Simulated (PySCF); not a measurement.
C4H3ClF2, SMILES C(F)(/C(=C\F)Cl)=C. Geometry optimised at PBE-D3(BJ)/def2-SVP. The structure was generated by enumeration; whether it is a known compound was not checked. One conformer was computed; it need not be the lowest.

Computed equilibrium geometry at PBE-D3(BJ)/def2-SVP (PySCF confirms it by a frequency run) as bond lengths and angles, and its point group (one conformer of several):
point group Cs.
Atoms: C1 C2 F3 C4 Cl5 C6 F7 H8 H9 H10. Bonds (Å): C1–C2 1.348, C1–H8 1.098, C1–H9 1.096, C2–F3 1.349, C2–C4 1.467, C4–Cl5 1.746, C4–C6 1.359, C6–F7 1.332, C6–H10 1.102. Bond angles (°): C2–C1–H8 119.6, C2–C1–H9 120.4, H8–C1–H9 120.0, C1–C2–F3 119.9, C1–C2–C4 126.9, F3–C2–C4 113.1, C2–C4–Cl5 116.9, C2–C4–C6 126.8, Cl5–C4–C6 116.3, C4–C6–F7 123.8, C4–C6–H10 122.1, F7–C6–H10 114.0.
Charge 0, spin multiplicity 1.
